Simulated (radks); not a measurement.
Results of a calculation; reference values are marked as such.
Problem. Ionisation of the fluorine ion F3+, [He] 2s2 2p2, to F4+, [He] 2s2 2p1, under several functionals. Scalar-relativistic Kohn-Sham, spin-polarised, spherical densities, finite nucleus; open shells are filled with parallel spins first; a radial shooting solver on a logarithmic mesh with Libxc functionals. Known Delta-SCF values: exchange-only LDA 86.376 eV. What does exchange-only PBE give, and what is its highest occupied eigenvalue?

Solution. 86.989 eV by Delta-SCF; the 2p eigenvalue is -74.279 eV. NIST: 87.18 eV (semi-empirical).
